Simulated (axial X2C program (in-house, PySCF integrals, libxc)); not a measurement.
# Correcting the dissociation energy of NbC⁺ for spin–orbit coupling

A spin-free CCSD(T) curve (one-electron X2C) was computed with an axial X2C code built on PySCF integrals, basis Nb dyall-cv3z [11s12p9d5f3g], C dyall-v3z [7s6p2d1f] (cores contracted in-house), for the state M_S = 0, Λ = 0 (closed shell). It gives D0 = 4.969 eV to Nb+ + C, which in a spin-free picture are the weighted means of the ground terms.

Correlated methods: 8 electrons correlated (number of frozen shells: Nb 4 s, 3 p, 1 d; C 1 s), 270 virtual spin orbitals or spinors in MP2, 88 natural virtuals in coupled cluster.

Measured levels of the ground terms (NIST Handbook of Basic Atomic Spectroscopic Data), in cm⁻¹: Nb+ 5D: J = 0 at 0, J = 1 at 159, J = 2 at 438.4, J = 3 at 801.3, J = 4 at 1224.8; C 3P: J = 0 at 0, J = 1 at 16.4, J = 2 at 43.4.

The molecular state has Λ = 0, so it has no first-order lowering.

How far does each ground level lie under the (2J+1)-weighted mean of its term?

Nb+: (1 × 0 + 3 × 159 + 5 × 438.4 + 7 × 801.3 + 9 × 1224.8)/25 = 772 cm⁻¹; C: (1 × 0 + 3 × 16.4 + 5 × 43.4)/9 = 30 cm⁻¹.

Correct D0.

D0 = 4.969 + (0 − 802)/8065.5 = 4.870 eV at CCSD(T) with these spin–orbit terms.

Second-order spin–orbit effects in the molecule, which grow quickly with Z, are left out. Occupations by symmetry block were frozen at the best pattern of an incomplete PBE0 search. De is counted from the lowest determinant-based energies of the atoms at the same level, without counterpoise correction. CCSD and (T) use frozen natural virtuals with an MP2 correction for the truncation; (T) itself is uncorrected, so its De runs slightly low. Other states lie close and PBE0, whose exact exchange favours high spin, may order them wrongly; the determinant shown need not be the ground state. The nearest other spin-free determinant of the search, M_S = 1, Λ = 2, lies 0.32 eV up at the distance of the search. The outer-core s and p shells of the metal are frozen in the correlated rows, which leaves out core–valence correlation; for alkali and alkaline-earth bonds that tends to lengthen them. With the outer-core shells frozen, correlated bond lengths of heavy atoms tend to come out a few hundredths of an ångström too long.
